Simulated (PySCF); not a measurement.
FGeH₇Si₂, SMILES [GeH3][SiH2][SiH2]F.

The structure is a stationary point at r2SCAN-D4/def2-SVP. This is a generated structure with no PubChem entry under its InChIKey; it may be hypothetical. The values are those of a single conformer.

Computed with PBE/def2-TZVP in PySCF.

Gas-phase values at a fixed geometry.

Computed frontier levels, gap, dipole moment and polarisability:
The highest occupied level is -6.99 eV and the lowest empty level is -1.78 eV. The orbital gap is 5.21 eV and the dipole moment is 1.33 D. The quadrupole, principal values (traceless, Buckingham form, about the centre of nuclear charge) is -7.48, 3.69, 3.78 D·Å, the mean static polarisability is 93.6 bohr³ (13.86 Å³) and the polarisability, principal values comes out as 78.7, 89.0, 112.9 bohr³.
